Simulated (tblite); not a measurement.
C6H5FNS (doublet state).
SMILES: `Cc1c(F)cncc1[S]`

All values are computed: GFN2-xTB (tblite) harmonic vibrations without scaling, gas phase. Against measured fundamentals such values can be off by several per cent, at times by over 20. Open shells enter through the occupations alone, without spin polarisation, and single modes of such species can be off by tens of per cent.

Harmonic wavenumbers (cm⁻¹): 64.6, 106.9, 190.3, 214.0, 257.1, 279.9, 393.7, 429.9, 455.5, 514.5, 519.9, 623.7, 660.2, 807.1, 828.7, 857.7, 889.1, 1019.8, 1030.6, 1138.8, 1158.2, 1199.5, 1224.0, 1291.7, 1363.3, 1400.1, 1432.4, 1450.2, 1465.5, 1504.4, 1542.1, 3003.5, 3019.2, 3059.9, 3087.4, 3095.4.

A = 2295, B = 1217, C = 799.2 MHz; mass 142.013 u (most abundant isotopes); point group Cs, symmetry number 1; spin multiplicity 2.

Problem. Zero-point energy?

Solution. Half the sum of the wavenumbers: 20789 cm⁻¹ = 248.70 kJ/mol.

Problem. Entropy at 298.15 K, 1 bar (ideal gas, RRHO, classical rotation)?

Solution. Translation 170.66, rotation 122.82, vibration 87.41, spin (R ln 2) 5.76: S = 386.7 J/(mol K).

Problem. And Cp and H(298.15 K) − H(0)?

Solution. Cp = 134.86 J/(mol K), of which vibrations give 101.60 (their classical limit is 36 R = 299.3); H(298.15 K) − H(0) = 24.57 kJ/mol without the zero-point energy, 14.65 from vibrations.

Problem. Blend soft modes into free rotors: weight 1/[1 + (100 cm⁻¹/ν̃)⁴] for the oscillator and the rest for a rotor with moment μB/(μ + B), μ = h/(8π²ν), B = 10⁻⁴⁴ kg m². What vibrational entropy results?

Solution. 82.88 J/(mol K) in place of 87.41, which changes −T·S at 298.15 K by +1.35 kJ/mol.

Problem. What must be added to the electronic energy to get the Gibbs energy at 298.15 K and 1 bar?

Solution. ZPE + [H(298.15 K) − H(0)] − T·S = 248.70 + 24.57 − 115.28 = 157.99 kJ/mol.

Problem. Which modes carry the vibrational entropy at 298.15 K?

Solution. 64.6 cm⁻¹: 18.04; 106.9 cm⁻¹: 13.91; 190.3 cm⁻¹: 9.31; 214.0 cm⁻¹: 8.41; 257.1 cm⁻¹: 7.03; 279.9 cm⁻¹: 6.42 J/(mol K); the other 30 give 24.29 together.

Problem. How do the functions run with temperature in this model?

Solution. 
```csv
T (K),S (J/(mol K)),Cp (J/(mol K)),H − H(0) (kJ/mol),G − H(0) (kJ/mol),ln q(vib)
100,283.7,64.7,4.64,-23.72,0.91
200,339.9,101.3,12.97,-55.01,2.69
300,387.5,135.5,24.82,-91.43,4.64
500,470.9,192.8,57.98,-177.49,8.63
800,574.1,244.6,124.42,-334.84,14.40
1000,631.0,265.4,175.55,-455.49,17.95
```

q(vib) and H(0) count from the zero-point level.

Hindered rotation and anharmonicity are outside this model.

On one thread, Intel Xeon at 2.50 GHz (x86_64), shared host, this took 2.0 s of wall time. This covers the Hessian and the dipole derivatives.
